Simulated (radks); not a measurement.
Spherical quantum dot in the effective-mass picture: electrons in a hard-walled sphere of radius 4.51, with a point charge +1 (a donor) at the centre, all in effective atomic units (hartree* = m*/eps^2 hartree, bohr* = eps/m* bohr), one dielectric constant everywhere. Method: non-relativistic Kohn-Sham, LDA (Slater exchange, Perdew-Wang correlation), spin-polarised, spherical densities; computed with a radial shooting solver with Libxc functionals. Levels are named by radial order and angular momentum (1s, 1p, 1d, 2s, ...), and open shells are averaged over m.

N = 7, configuration 1s2 1p(up 3, down 2). This is the lowest configuration that the search found. Occupied and some empty levels:

| level | occupation | eigenvalue (hartree*) | <r> (bohr*) |
|---|---|---|---|
| 1s up | 1 | 1.8006 | 2.205 |
| 1s down | 1 | 1.8171 | 2.183 |
| 1p up | 3 | 2.0526 | 2.853 |
| 1p down | 2 | 2.0730 | 2.853 |
| 2s up | 0 | 2.3203 | 2.059 |
| 1d up | 0 | 2.3307 | 3.056 |
| 2s down | 0 | 2.3314 | 2.074 |
| 1d down | 0 | 2.3511 | 3.058 |
| 1f up | 0 | 2.6795 | 3.192 |
| 1f down | 0 | 2.6995 | 3.194 |

Energy (hartree*): total 6.29575, kinetic 3.1646, external -3.1686, Hartree 8.2044, exchange-correlation -1.9046.
